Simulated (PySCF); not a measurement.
SnF2, SMILES [Sn]([F])[F] (connectivity only; charge and spin as stated), neutral, multiplicity 1. Geometry: PBE-D3(BJ)/def2-TZVP. The isomer is the one that the SMILES or the coordinates give; other isomers of the formula were not compared. The def2 effective core potentials stand for the cores of Sn; spin–orbit coupling is left out.

Calculation: PBE-D3(BJ)/def2-TZVP run with PySCF 2.14.0.

Harmonic wavenumbers (cm⁻¹): 179, 555, 571. Rotational constants (GHz): 10.34, 6.190, 3.872; symmetry number 2.

Task: Work out the zero-point energy and the ideal-gas rigid-rotor harmonic-oscillator thermochemistry at 298.15 K and 1 atm.

Result: ZPE = ½ Σ hcν = ½ × 1305 cm⁻¹ = 7.81 kJ/mol. H − E(el) = 20.24 kJ/mol. Entropy in J/(mol K): translation 171.78, rotation 97.48, vibration 14.12, total 283.38. G − E(el) = -64.25 kJ/mol. Cp = 50.37 J/(mol K).
